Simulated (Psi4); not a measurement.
Two rigid molecules brought together: CH3F ··· H3ClSi (SMILES CF and [SiH3]Cl). Monomers: optimised at B3LYP-D3(BJ) (def2-TZVP), held rigid. Orientation: lowest of the rigid-body minima from ten starts at GFN2-xTB. Only R, the distance of the centres of mass, is varied, so the lowest point isn't the relaxed dimer.

Computed with: PBE/def2-TZVP, counterpoise-corrected (Psi4); PBE-D3(BJ)/def2-TZVP, counterpoise-corrected (Psi4); SAPT0/jun-cc-pVDZ, frozen core (Psi4).

Interaction energies in kcal/mol; the last columns give the difference from SAPT0:

```json
[
 {"R / Å": "2.82", "PBE/def2-TZVP": "5.21", "PBE-D3(BJ)/def2-TZVP": "3.46", "SAPT0/jun-cc-pVDZ": "4.64", "PBE/def2-TZVP − SAPT0/jun-cc-pVDZ": "0.57", "PBE-D3(BJ)/def2-TZVP − SAPT0/jun-cc-pVDZ": "-1.18"},
 {"R / Å": "3.06", "PBE/def2-TZVP": "0.98", "PBE-D3(BJ)/def2-TZVP": "-0.55", "SAPT0/jun-cc-pVDZ": "0.13", "PBE/def2-TZVP − SAPT0/jun-cc-pVDZ": "0.85", "PBE-D3(BJ)/def2-TZVP − SAPT0/jun-cc-pVDZ": "-0.67"},
 {"R / Å": "3.29", "PBE/def2-TZVP": "-0.60", "PBE-D3(BJ)/def2-TZVP": "-1.90", "SAPT0/jun-cc-pVDZ": "-1.47", "PBE/def2-TZVP − SAPT0/jun-cc-pVDZ": "0.88", "PBE-D3(BJ)/def2-TZVP − SAPT0/jun-cc-pVDZ": "-0.42"},
 {"R / Å": "3.46", "PBE/def2-TZVP": "-1.02", "PBE-D3(BJ)/def2-TZVP": "-2.16", "SAPT0/jun-cc-pVDZ": "-1.83", "PBE/def2-TZVP − SAPT0/jun-cc-pVDZ": "0.82", "PBE-D3(BJ)/def2-TZVP − SAPT0/jun-cc-pVDZ": "-0.32"},
 {"R / Å": "3.65", "PBE/def2-TZVP": "-1.14", "PBE-D3(BJ)/def2-TZVP": "-2.11", "SAPT0/jun-cc-pVDZ": "-1.86", "PBE/def2-TZVP − SAPT0/jun-cc-pVDZ": "0.72", "PBE-D3(BJ)/def2-TZVP − SAPT0/jun-cc-pVDZ": "-0.25"},
 {"R / Å": "3.83", "PBE/def2-TZVP": "-1.10", "PBE-D3(BJ)/def2-TZVP": "-1.91", "SAPT0/jun-cc-pVDZ": "-1.72", "PBE/def2-TZVP − SAPT0/jun-cc-pVDZ": "0.62", "PBE-D3(BJ)/def2-TZVP − SAPT0/jun-cc-pVDZ": "-0.20"},
 {"R / Å": "4.12", "PBE/def2-TZVP": "-0.91", "PBE-D3(BJ)/def2-TZVP": "-1.51", "SAPT0/jun-cc-pVDZ": "-1.39", "PBE/def2-TZVP − SAPT0/jun-cc-pVDZ": "0.49", "PBE-D3(BJ)/def2-TZVP − SAPT0/jun-cc-pVDZ": "-0.12"},
 {"R / Å": "4.47", "PBE/def2-TZVP": "-0.66", "PBE-D3(BJ)/def2-TZVP": "-1.08", "SAPT0/jun-cc-pVDZ": "-1.04", "PBE/def2-TZVP − SAPT0/jun-cc-pVDZ": "0.38", "PBE-D3(BJ)/def2-TZVP − SAPT0/jun-cc-pVDZ": "-0.04"},
 {"R / Å": "5.00", "PBE/def2-TZVP": "-0.39", "PBE-D3(BJ)/def2-TZVP": "-0.62", "SAPT0/jun-cc-pVDZ": "-0.67", "PBE/def2-TZVP − SAPT0/jun-cc-pVDZ": "0.28", "PBE-D3(BJ)/def2-TZVP − SAPT0/jun-cc-pVDZ": "0.05"},
 {"R / Å": "5.69", "PBE/def2-TZVP": "-0.20", "PBE-D3(BJ)/def2-TZVP": "-0.31", "SAPT0/jun-cc-pVDZ": "-0.41", "PBE/def2-TZVP − SAPT0/jun-cc-pVDZ": "0.21", "PBE-D3(BJ)/def2-TZVP − SAPT0/jun-cc-pVDZ": "0.09"},
 {"R / Å": "6.65", "PBE/def2-TZVP": "-0.10", "PBE-D3(BJ)/def2-TZVP": "-0.15", "SAPT0/jun-cc-pVDZ": "-0.23", "PBE/def2-TZVP − SAPT0/jun-cc-pVDZ": "0.12", "PBE-D3(BJ)/def2-TZVP − SAPT0/jun-cc-pVDZ": "0.08"},
 {"R / Å": "7.94", "PBE/def2-TZVP": "-0.06", "PBE-D3(BJ)/def2-TZVP": "-0.07", "SAPT0/jun-cc-pVDZ": "-0.12", "PBE/def2-TZVP − SAPT0/jun-cc-pVDZ": "0.07", "PBE-D3(BJ)/def2-TZVP − SAPT0/jun-cc-pVDZ": "0.05"}
]
```

PBE/def2-TZVP is furthest from SAPT0/jun-cc-pVDZ at 3.29 (0.88 kcal/mol, above); its mean absolute difference over the points is 0.50 kcal/mol.

PBE-D3(BJ)/def2-TZVP is furthest from SAPT0/jun-cc-pVDZ at 2.82 (-1.18 kcal/mol, below); its mean absolute difference over the points is 0.29 kcal/mol.
